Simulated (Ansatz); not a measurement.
One change: `N[Si@@H](Cl)[Si@@H](N)Cl` becomes `N[SiH](Cl)[Si](N)(Cl)Cl`.

Ansatz, PBE0-D4/def2-TZVP geometries, multiplicity 1. Each molecule was computed in one conformer, which needn't be the lowest.

```
                                          property  `N[Si@@H](Cl)[Si@@H](N)Cl`
             LUMO energy (ωB97M-V/def2-TZVPP) / eV                        1.49
    size of the dipole moment (PBE/def2-TZVPP) / D                        0.48
             HOMO energy (ωB97M-V/def2-TZVPP) / eV                       -9.84
                HOMO energy (PBE0/def2-TZVPP) / eV                       -7.75
           HOMO–LUMO gap (ωB97M-V/def2-TZVPP) / eV                       11.34
size of the dipole moment (ωB97M-V/def2-TZVPP) / D                        0.56
```

Question: What does the change do to each property? (Estimate.)

Answer: Ansatz gave: 
```tsv
property	`N[SiH](Cl)[Si](N)(Cl)Cl`	shift
LUMO energy (ωB97M-V/def2-TZVPP) / eV	1.45	-0.04
size of the dipole moment (PBE/def2-TZVPP) / D	0.71	0.23
HOMO energy (ωB97M-V/def2-TZVPP) / eV	-9.97	-0.13
HOMO energy (PBE0/def2-TZVPP) / eV	-7.86	-0.11
HOMO–LUMO gap (ωB97M-V/def2-TZVPP) / eV	11.42	0.08
size of the dipole moment (ωB97M-V/def2-TZVPP) / D	0.73	0.17
```

Dipoles are sizes alone; their direction can turn.
